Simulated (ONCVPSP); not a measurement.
Rb ONCV: all-electron and pseudo phase curves

| Property | Result |
| --- | --- |
| Element | Rb (Z = 37) |
| Generator | ONCVPSP 4.0.1 |
| Type | optimised norm-conserving Vanderbilt (ONCV) |
| Functional | PBEsol |
| Relativity | scalar-relativistic |
| Frozen core | [Ar] 3d10 |
| Valence charge | 9 |
| Reference configuration | 4s2 4p6 5s1 |
| Partial waves | 4s+5s: rc 2.30 bohr, ncon 3, nbas 6, qcut 4.3 1/bohr, 2 projectors; 4p: rc 1.65 bohr, ncon 3, nbas 6, qcut 5.6 1/bohr, 2 projectors, debl 1.7 Ha; d scattering state at 0.41 Ha: rc 1.65 bohr, ncon 3, nbas 5, qcut 5.1 1/bohr, local |
| Local potential | the d channel |
| Core correction | Teter function, fcfact 3, rcfact 1.4 |

The phase is arctan(r·R′/R) of the radial function R(r), unwrapped; energies in Ha, scanned from -3 to 5 Ha. A pole is an energy at which the radial function vanishes at the test radius. The pseudo phase is shifted by a multiple of π to meet the all-electron one at the reference energy, and phase errors are pseudo minus all-electron; the curves can meet again beyond the range given. Levels narrower than the energy grid can be missing from the lists of poles.

```tsv
channel	radius (bohr)	reference energy (Ha)	poles, all-electron	poles, pseudo	unbroken range about the reference energy with phases within 0.05 rad	phase error 1 Ha above the reference energy (rad)
s	2.34	-0.08	-0.93, 3.46	-0.93, 3.25	below 3.9	-0.004
p	1.67	-0.59	1.41	1.41	below 4.2	-0.000
d	1.67	0.41	3.11	3.05	the whole range	-0.003
```

Phases in the d channel:

```tsv
E (Ha)	all-electron	pseudo
-2.98	1.255	1.236
-2.54	1.212	1.198
-2.10	1.157	1.146
-1.66	1.081	1.071
-1.22	0.964	0.955
-0.78	0.763	0.755
-0.34	0.385	0.379
0.10	-0.240	-0.242
0.54	-0.805	-0.805
0.98	-1.121	-1.122
1.42	-1.293	-1.296
1.86	-1.399	-1.403
2.30	-1.473	-1.478
2.74	-1.530	-1.536
3.18	-1.578	-1.585
3.62	-1.623	-1.631
4.06	-1.668	-1.679
4.50	-1.720	-1.734
4.94	-1.786	-1.807
```
